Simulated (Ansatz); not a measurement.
**Worked example: C4H9Br + NaF → C4H9F + NaBr**

Species: C4H9Br (1-bromobutane) `CCCCBr`, singlet; NaF, singlet; C4H9F `CCCCF`, singlet; NaBr, singlet. The partners trade Br for F: C–Br and Na–F bonds give way to C–F and Na–Br.

Shapes, held fixed at every level: PBE0-D4/def2-TZVP. Flexible molecules stand in one conformer, not always the lowest. Programs: Ansatz 0.2.0. The zero-point and thermal change to 298 K, harmonic and unscaled (PBE0-D4/def2-TZVP), is +3.6 kJ/mol.

At CCSD(T)/def2-TZVPP; 1 Eh = 2625.50 kJ/mol:

| species | energy (Eh) |
| --- | --- |
| C4H9Br | -2730.266627 |
| NaF | -261.818250 |
| C4H9F | -257.290634 |
| NaBr | -2734.820623 |

Task: Work out ΔH(298 K) of the reaction at this level.

Result: 
1. Products less reactants: (-257.290634) + (-2734.820623) − [(-2730.266627) + (-261.818250)] = -0.026380 Eh = -69.3 kJ/mol.
2. With the thermal change: -69.3 + (+3.6) = -65.7 kJ/mol.

Other levels give -129.5 (HF/def2-SVP) to -71.1 kJ/mol (CCSD/def2-TZVPP). No measured value is set beside it here. Relativity is left out for Br. Outer-core shells of Br, Na are correlated in most correlated rows, in sets that cover them unevenly. CCSD(T)/def2-TZVPP lies outside the range of all other levels here, so it shouldn't be taken on trust. The median of the other levels is -87.2 kJ/mol.
